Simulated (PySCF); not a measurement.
Worked example: entropy of an ideal gas

CrO₂F, SMILES [Cr+]([F])(=[O])=[O], charge +1, multiplicity 1.

The structure is a stationary point at B3LYP-D3(BJ)/def2-SVP. The multiplicity is an assumed one; other spin states were not compared. The isomer is the one that the SMILES or the coordinates give; other isomers of the formula were not compared.

PySCF with B3LYP-D3(BJ)/def2-SVP gives the harmonic wavenumbers 256, 300, 463, 853, 1161, 1173 cm⁻¹ and the rotational temperatures 0.4455, 0.3391, 0.2149 K. The molar mass is 102.99 g/mol, the symmetry number 1, the spin multiplicity 1.

Question: Work out the entropy at 298.15 K and 1 atm in the rigid-rotor, harmonic-oscillator model.

Answer: 
Translation (Sackur–Tetrode at 1 atm): S = R[1.5 ln M + 2.5 ln T − 1.16487] = 166.5 J/(mol K).
Rotation: q = (√π/σ) T^1.5/√(θA θB θC) = 50600, S = R[ln q + 3/2] = 102.5 J/(mol K).
Vibration: with u = 1.4388 ν/T, each mode gives R[u/(e^u − 1) − ln(1 − e^−u)]:
| ν (cm⁻¹) | modes | u | S (J/(mol K)) |
|---|---|---|---|
| 256 | 1 | 1.24 | 7.07 |
| 300 | 1 | 1.45 | 5.93 |
| 463 | 1 | 2.23 | 3.17 |
| 853 | 1 | 4.12 | 0.70 |
| 1161 | 1 | 5.60 | 0.20 |
| 1173 | 1 | 5.66 | 0.19 |
These are all the modes. Sum 17.3 J/(mol K).
Spin: R ln 1 = 0.0 J/(mol K).
Total 286.4 J/(mol K); the program's own thermochemistry gives 286.3. Translation makes up 58 % and vibration 6 %. Anharmonicity, hindered rotation and orbital degeneracy are left out.
